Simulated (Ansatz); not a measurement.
Geometry optimisation, Ansatz 0.2.0, RKS B3LYP-D4/def2-SVP.

The input (input.yaml):

```yaml
crystal:
  periodic: [false, false, false]
  atoms:
    - { symbol: F, position_ang: [-1.5384, -0.4048, 2.133] }
    - { symbol: B, position_ang: [-1.1515, 0.9079, 1.5884] }
    - { symbol: Cl, position_ang: [-1.0727, 2.3778, 2.6932] }
    - { symbol: "N", position_ang: [-0.6765, 1.0376, 0.1184] }
    - { symbol: B, position_ang: [0.5748, 0.2895, -0.0786] }
    - { symbol: Sn, position_ang: [0.6992, -1.399, -1.4644] }
    - { symbol: H, position_ang: [-0.5393, 2.0365, -0.08] }
    - { symbol: H, position_ang: [1.5803, 0.6674, 0.5123] }
    - { symbol: H, position_ang: [1.8671, -1.036, -2.6778] }
    - { symbol: H, position_ang: [1.2062, -2.8437, -0.5651] }
    - { symbol: H, position_ang: [-0.8838, -1.6903, -2.1588] }
basis:
  gaussian: { orbitals: def2-SVP }
hamiltonian:
  xc: b3lyp
  dispersion: d4
relax:
  f_tol: 0.015
  max_steps: 40
```

Launched with:

```bash
$ ansatz run input.yaml --threads 2 --pin off --max-ram 3072MiB --backend cpu --events-out ev --progress --plain --runs-dir out
```

Task: Where does it end, and by what steps?

Result: It converged. The force dipped under the threshold on the way, but the program's further checks kept it going. After 18 steps the energy has fallen by 2.192 eV; H8 moved furthest, 1.55 Å.

```tsv
step	energy less start (eV)	largest force component (eV/Å)	accepted
0	0.0000	4.105	yes
1	-0.8464	2.120	yes
2	-1.1603	0.836	yes
3	-1.3723	0.978	yes
4	-1.5847	0.904	yes
5	-1.7866	0.553	yes
6	-1.9562	0.580	yes
7	-2.0996	0.417	yes
8	-2.1229	0.371	yes
9	-2.1579	0.517	yes
10	-2.1747	0.471	yes
11	-2.1794	0.354	yes
12	-2.1871	0.056	yes
13	-2.1894	0.033	yes
14	-2.1901	0.077	yes
15	-2.1908	0.055	yes
16	-2.1916	0.009	yes
17	-2.1917	0.021	yes
18	-2.1918	0.011	yes
```

```xyz
11
Properties=species:S:1:pos:R:3
F -1.465 -0.583 1.123
B -1.081 0.654 1.387
Cl -1.932 1.546 2.653
N -0.007 1.258 0.669
B 0.788 0.716 -0.375
Sn 0.521 -1.385 -1.205
H 0.208 2.212 0.955
H 1.647 1.433 -0.830
H 1.666 -1.674 -2.464
H 0.764 -2.601 -0.009
H -1.044 -1.632 -1.883
```

The run took 90 s on 2 threads of Arm Neoverse V2, on a shared host, peak memory 0.34 GiB.
